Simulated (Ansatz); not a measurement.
Relaxation of ClF₆HW (9 atoms, charge 0, multiplicity 1), to a largest force component of 0.03 eV/Å in at most 50 steps.

All numbers below come from RKS LDA/def2-SVP in Ansatz.

```xyz
9
Properties=species:S:1:pos:R:3
W -0.098 -0.103 -0.133
F 0.025 0.030 1.710
F 1.727 -0.147 -0.302
F -0.155 1.721 -0.306
F -1.935 -0.125 0.021
F -0.106 -1.939 0.034
F -0.269 -0.278 -1.954
Cl 2.097 2.131 1.639
H 1.356 1.461 2.527
```

Problem. Where does it end, and by what steps?

Solution. The run converged. After 6 steps the energy has fallen by 0.054 eV; Cl8 moved furthest, 0.30 Å.

```
step  energy less start (eV)  largest force component (eV/Å)  accepted
   0                  0.0000                           0.756       yes
   1                 -0.0304                           0.539       yes
   2                 -0.0460                           0.104       yes
   3                 -0.0513                           0.110       yes
   4                 -0.0528                           0.169       yes
   5                 -0.0538                           0.228       yes
   6                 -0.0543                           0.006       yes
```

```xyz
9
Properties=species:S:1:pos:R:3
W -0.121 -0.122 -0.161
F 0.067 0.086 1.677
F 1.707 -0.138 -0.334
F -0.154 1.704 -0.351
F -1.950 -0.129 0.046
F -0.112 -1.949 0.064
F -0.312 -0.333 -1.974
Cl 2.186 2.249 1.901
H 1.331 1.384 2.370
```

The run took 11 s on 4 threads of Arm Neoverse V1, with other jobs on the host, peak memory 0.21 GiB.
